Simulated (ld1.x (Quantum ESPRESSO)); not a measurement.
**How hard is this O (Z = 8) RRKJ potential?**

ld1.x (Quantum ESPRESSO) 7.5 input, shortened:

```
&input
   title='O', zed=8., rel=1, dft='PBE', iswitch=3,
   config='[He] 2s2 2p4 3d-2'
 /
 &inputp
   pseudotype=2, tm=.false., lloc=-2, rcloc=0.85,
   nlcc=.false.
 /
3
2S  1  0   2.00   0.00  0.75  0.75  0.0
2P  2  1   4.00   0.00  0.95  0.95  0.0
3D  3  2  -2.00   0.05  0.90  0.90  0.0
 &test
   configts(1)='2s2 2p4'
 /
```

The pseudo-atom Hamiltonian at the reference potential is diagonalised in spherical Bessel functions j_l(qr) that vanish at 20 bohr, with q² up to the cutoff. All-electron valence levels (Ry): 2s -1.7611, 2p -0.6637.

How do the lowest levels (Ry) of each channel move with the cutoff, and are there ghosts?

| cutoff (Ry) | s #1 | s #2 | p #1 | d #1 | f #1 | f #2 | Σ f·Δε (mRy) |
| --- | --- | --- | --- | --- | --- | --- | --- |
| 8 | -1.4309 | -0.0044 | -0.0564 | 0.0792 | 0.1206 | 0.2624 | 3090.3 |
| 15 | -1.4401 | -0.0046 | -0.1815 | 0.0792 | 0.1206 | 0.2624 | 2571.1 |
| 30 | -1.5527 | -0.0073 | -0.3872 | 0.0792 | 0.1206 | 0.2624 | 1523.5 |
| 45 | -1.6567 | -0.0098 | -0.5257 | 0.0792 | 0.1206 | 0.2624 | 761.4 |
| 60 | -1.7140 | -0.0112 | -0.5973 | 0.0792 | 0.1206 | 0.2624 | 360.4 |
| 90 | -1.7510 | -0.0121 | -0.6547 | 0.0792 | 0.1206 | 0.2624 | 56.7 |
| 140 | -1.7604 | -0.0123 | -0.6637 | 0.0792 | 0.1206 | 0.2624 | 1.8 |
| 200 | -1.7612 | -0.0124 | -0.6638 | 0.0792 | 0.1206 | 0.2624 | 0.1 |
| 400 | -1.7612 | -0.0124 | -0.6638 | 0.0792 | 0.1206 | 0.2624 | 0.0 |

Result: no extra level below or beside the all-electron valence levels (s, p, d, f tested); 10 mRy is reached at 120 Ry and 1 mRy at 160 Ry.

Its largest configuration-test error is +715 meV.
